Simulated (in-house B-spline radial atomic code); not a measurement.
A radial electron density 4πr²n(r) was computed for an atom or ion in its tabulated ground configuration with an all-electron radial atomic-structure program (B-spline basis); method: non-relativistic LDA VWN5, spin-polarised, spherical fractional occupations. Columns: r (bohr), 4πr²n(r) (electrons per bohr), bar.

```
 0.00344   0.4244 #
 0.00412   0.5949 #
 0.00492   0.8256 ##
 0.00589    1.145 ###
 0.00704    1.573 ####
 0.00842    2.147 #####
  0.0101    2.918 #######
   0.012    3.862 #########
  0.0144    5.128 ############
  0.0172    6.654 ###############
  0.0206    8.509 ###################
  0.0246     10.6 ########################
  0.0295    12.93 #############################
  0.0352    15.21 ##################################
  0.0421    17.29 #######################################
  0.0504    18.84 ##########################################
  0.0602    19.54 ############################################
   0.072    19.22 ###########################################
  0.0862    17.91 ########################################
   0.103       16 ####################################
   0.123    14.19 ################################
   0.147    13.23 ##############################
   0.176    13.68 ###############################
   0.211     15.5 ###################################
   0.252    17.74 ########################################
   0.301    19.14 ###########################################
    0.36    18.57 ##########################################
   0.431    15.71 ###################################
   0.516     11.4 ##########################
   0.617    7.212 ################
   0.737    4.435 ##########
   0.882     3.37 ########
    1.05    3.376 ########
    1.26    3.439 ########
    1.51    2.935 #######
     1.8    1.992 ####
    2.16    1.011 ##
    2.58   0.3861 #
    3.08   0.1056 
    3.69  0.01892 
    4.41 0.002209 
    5.28 0.0001486
```

Problem. Which atom or ion is it?
A. Cl2+
B. P3+
C. Cl3+
D. S3+

Solution. C. The area under the curve, ∫4πr²n dr = ∫r·4πr²n d(ln r) on this logarithmic grid, is 14 electrons, which only this option has. The configuration is [Ne] 3s2 3p2.
